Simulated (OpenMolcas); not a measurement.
Pt5+ among 6 point charges of -1.7 e arranged as an octahedron (Oh), 2.11 Å from the ion.
```
   2.1100    0.0000    0.0000  -1.70
   0.0000    2.1100    0.0000  -1.70
  -2.1100    0.0000    0.0000  -1.70
   0.0000   -2.1100    0.0000  -1.70
   0.0000    0.0000    2.1100  -1.70
   0.0000    0.0000   -2.1100  -1.70
```

```
Program             : OpenMolcas 26.06
Method              : CASSCF
Basis               : ANO-RCC-VTZP [8s7p5d3f1g]
Scalar Hamiltonian  : DKH2, point nucleus
Active space        : 5 electrons in 5 orbitals (5d)
State averaging     : 2S+1 = 6 even, 1 root; 2S+1 = 4 even, 24 roots; 2S+1 = 2 even, 75 roots
Spin-orbit coupling : state interaction with AMFI integrals over the reference wave functions
```

(1) What is the spin-free ground state (labels of O, the rotations of Oh)?

(2) What are the lowest two levels with spin-orbit coupling?

(3) What is χT at 300 K?

(4) Which ligand-field parameters describe the states?

Answers

(1) 6A1, 1-fold in its orbital part, 100 % from free-ion S terms; it has the highest spin that d5 allows.

(2) A 2-fold level Γ7 with g = 3.21, 3.21, 3.21, then a 4-fold level Γ8 97.1 cm-1 above it. Their leading multiplicities are 6 (84 %) and 6 (85 %).

(3) 4.04 cm3 K/mol.

(4) A least-squares ligand-field fit to the states below 45000 cm-1, each weighted by its degeneracy and with a free common offset, gives 10Dq = 4752 cm-1, B = 974 cm-1 and C = 4060 cm-1 (C/B = 4.17), with an rms deviation of 80 cm-1. 

Without dynamic correlation the repulsion within the d shell is too large (B by tens of per cent), so at a given field states of lower spin stand too high. Point charges give a weaker field than real ligands, and real ions of this kind are as a rule low spin; the high spin found here belongs to the model. This field is weak: 10Dq is about 4752 cm-1, while octahedral complexes of 5d ions of charge 3 and more, computed by the same method with explicit ligands, had a median near 35000 cm-1. Ground spin and moment need not be those of a real site. This is an electrostatic model: the charges have no orbitals. No measured value stands beside these numbers.
